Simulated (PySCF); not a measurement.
Gas-phase reaction: GeHF3 + H2 = GeH3F + F2

Energies from PySCF (xtb for GFN2), thermal terms from the rigid-rotor harmonic-oscillator model, ideal gas at 1 bar. † marks an energy on the PBE0/def2-TZVP geometry and frequencies; other levels use their own. CCSD(T) freezes the core. 6-31G* has spherical d functions here. All species are closed-shell singlets. B3LYP is the form with VWN-RPA correlation. Ge: all electrons, no relativistic terms. GeHF3: computed as isolated molecules; such fragments, hydroxides, amides, oligomers or adducts are transient or little studied in the gas. CCSD(T) isn't extrapolated to the basis-set limit; its ΔH°(298 K) is 636.5 kJ in def2-SVP and 660.7 kJ in def2-TZVPP. The harmonic model lacks anharmonicity and excited electronic states, which grow with temperature; levels with a mode under 35 cm⁻¹ are left out.

```json
[
 {"level": "B3LYP/6-31G*", "ΔE electronic, kJ": "625", "ΔH°(298 K), kJ": "627", "ΔS°(298 K), J/K": "29", "ΔG°(2000 K), kJ": "591"},
 {"level": "CCSD(T)/def2-TZVPP†", "ΔE electronic, kJ": "657", "ΔH°(298 K), kJ": "661", "ΔS°(298 K), J/K": "29", "ΔG°(2000 K), kJ": "625"},
 {"level": "GFN2-xTB", "ΔE electronic, kJ": "516", "ΔH°(298 K), kJ": "521", "ΔS°(298 K), J/K": "19", "ΔG°(2000 K), kJ": "507"},
 {"level": "HF/def2-TZVP†", "ΔE electronic, kJ": "700", "ΔH°(298 K), kJ": "704", "ΔS°(298 K), J/K": "29", "ΔG°(2000 K), kJ": "668"},
 {"level": "PBE0/def2-QZVP†", "ΔE electronic, kJ": "646", "ΔH°(298 K), kJ": "649", "ΔS°(298 K), J/K": "29", "ΔG°(2000 K), kJ": "614"},
 {"level": "PBE0/def2-SVP†", "ΔE electronic, kJ": "622", "ΔH°(298 K), kJ": "625", "ΔS°(298 K), J/K": "29", "ΔG°(2000 K), kJ": "590"},
 {"level": "PBE0/def2-TZVP", "ΔE electronic, kJ": "641", "ΔH°(298 K), kJ": "644", "ΔS°(298 K), J/K": "29", "ΔG°(2000 K), kJ": "609"},
 {"level": "r2SCAN/def2-TZVP†", "ΔE electronic, kJ": "655", "ΔH°(298 K), kJ": "658", "ΔS°(298 K), J/K": "29", "ΔG°(2000 K), kJ": "623"},
 {"level": "ωB97X-V/def2-TZVP†", "ΔE electronic, kJ": "651", "ΔH°(298 K), kJ": "654", "ΔS°(298 K), J/K": "29", "ΔG°(2000 K), kJ": "618"}
]
```
ΔH° is lowest at GFN2-xTB and highest at HF/def2-TZVP†. No reference value is set beside these.
